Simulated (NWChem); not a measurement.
# CH$_{4}$NO cation; SMILES NC=[OH+]

```xyz
7

N      0.1727    -1.1126     0.0000
C     -0.4284     0.0362     0.0000
O      0.1227     1.1868     0.0000
H      1.1878    -1.2212     0.0000
H     -0.3786    -1.9708     0.0000
H     -1.5261     0.0609     0.0000
H      1.0968     1.2080     0.0000
```
Atoms are numbered in this order, from 1.

Results from NWChem. Structure relaxed at the PBE0/def2-SVP level. Total energies compare along this basis series because the functional is fixed.

```tsv
level	basis functions	energy (Ha)	highest occupied level (eV)	orbital gap (eV)
B3LYP/pcseg-1	62	-170.1897	-15.88	8.50
B3LYP/aug-pcseg-1	105	-170.2018	-15.81	8.36
B3LYP/pcseg-2	146	-170.2978	-15.82	8.40
B3LYP/STO-3G	19	-167.9873	-14.28	8.38
B3LYP/def2-SVP	62	-170.0977	-15.76	8.49
```
